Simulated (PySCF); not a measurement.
C₃H₄O₃, SMILES O1CCOC1=O (PBE0/def2-SVP optimised geometry):

```
10

O     -1.648     2.548    -1.326
C     -1.135     1.508    -1.083
O     -0.372     1.257     0.000
C      0.093    -0.076     0.000
C     -0.506    -0.672    -1.285
O     -1.228     0.402    -1.848
H     -0.257    -0.582     0.912
H      1.194    -0.076     0.000
H      0.260    -1.008    -2.000
H     -1.194    -1.508    -1.089
```

Level of theory: PySCF with PBE0/def2-TZVP.

Task: What are the frontier orbital energies and the dipole moment?

Result: HOMO-2 -9.02 eV, HOMO-1 -8.96 eV, HOMO -8.72 eV, LUMO 0.69 eV, LUMO+1 1.08 eV; dipole moment 5.33 D.

On the same geometry PBE/def2-TZVP run with PySCF gives HOMO-2 -7.45 eV, HOMO-1 -7.35 eV, HOMO -6.99 eV, LUMO -0.20 eV, LUMO+1 -0.10 eV; dipole moment 5.12 D.

Meta-Löwdin charges at PBE0/def2-TZVP: O1 -0.44, C2 0.65, O3 -0.34, C4 -0.02, C5 -0.02, O6 -0.34, H7 0.13, H8 0.13, H9 0.13, H10 0.13.
